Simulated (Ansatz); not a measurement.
A nudged elastic band was laid between two geometries of BrH + ClH3Si (7 atoms, charge 0, multiplicity 1).

Level of theory: Ansatz 0.2.0, RHF/def2-SVP.

| Item | Value |
| --- | --- |
| movable images | 7 |
| climbing image | yes |
| spring | 5.0 eV/Å² |
| optimiser | quadratic models (default) |
| start path | straight line |
| force threshold | 0.05 eV/Å |
| iteration limit | 60 |
| end points | relaxed |

Initial state:

```xyz
7
Properties=species:S:1:pos:R:3
Si -0.299 -0.407 -0.237
H -0.811 -0.541 1.137
Cl 1.783 -0.329 -0.150
H -0.783 0.836 -0.860
H -0.676 -1.577 -1.049
Br 1.364 2.939 2.410
H 1.943 1.924 1.620
```

Final state:

```xyz
7
Properties=species:S:1:pos:R:3
Si 0.052 1.228 -0.389
H 0.925 -1.914 1.879
Cl 1.776 0.306 -1.035
H -0.377 2.190 -1.410
H -0.961 0.202 -0.125
Br 0.431 2.340 1.498
H 0.672 -1.507 2.453
```

**Question.** Which bonds break or form, and what moves?

**Answer.** Bonds broken: Si1–H2, Br6–H7. Bonds formed: Si1–Br6, H2–H7. BrH + ClH3Si becomes BrClH2Si + H2.

**Question.** Give the energies along the band, and the barrier.

**Answer.** The forces met the threshold. The highest image is number 5 of 0 to 8, 2.25 eV above the first end and 2.65 eV above the last; the last end lies 0.40 eV below the first. Beside the main top the profile has a ripple of under 15 meV (maxima at images 2, 5), which may be a very shallow well or noise. Neighbouring images differ by up to 2.1 eV, so the band resolves the path poorly. The order of the stationary point at the top wasn't checked. The orbitals stay closed-shell, which can raise the energy where a bond breaks towards radicals; this wasn't checked here.

```tsv
image	path coordinate (Å)	energy (eV)	Si1–H2 (Å)	Br6–H7 (Å)	Si1–Br6 (Å)
0	0.00	0.00	1.47	1.41	4.58
1	1.58	0.05	1.47	1.41	4.52
2	3.17	0.06	1.47	1.41	4.66
3	4.75	0.05	1.47	1.41	4.34
4	6.34	0.12	1.48	1.41	3.74
5	7.92	2.25	1.70	1.97	2.76
6	9.74	0.16	3.04	2.56	2.25
7	11.57	-0.39	4.28	3.59	2.22
8	13.40	-0.40	3.97	3.97	2.22
```

**Question.** What is the geometry of the highest image?

**Answer.** 
```xyz
7
Properties=species:S:1:pos:R:3:forces:R:3
Si 0.246 0.367 -0.117 -0.02 0.00 0.00
H 1.281 -0.072 1.161 0.00 0.00 -0.01
Cl 1.518 -0.799 -1.293 0.01 -0.01 0.00
H 0.480 1.728 -0.561 0.00 -0.01 0.00
H -1.002 -0.374 -0.080 0.01 0.01 0.00
Br -0.746 1.585 2.148 0.00 0.00 0.00
H 0.743 0.410 1.613 0.01 0.00 0.01
```

Run time: 3.7 min on 1 thread of Intel(R) Xeon(R) 6975P-C (Granite Rapids), with other jobs on the host, peak memory 0.2 GiB.
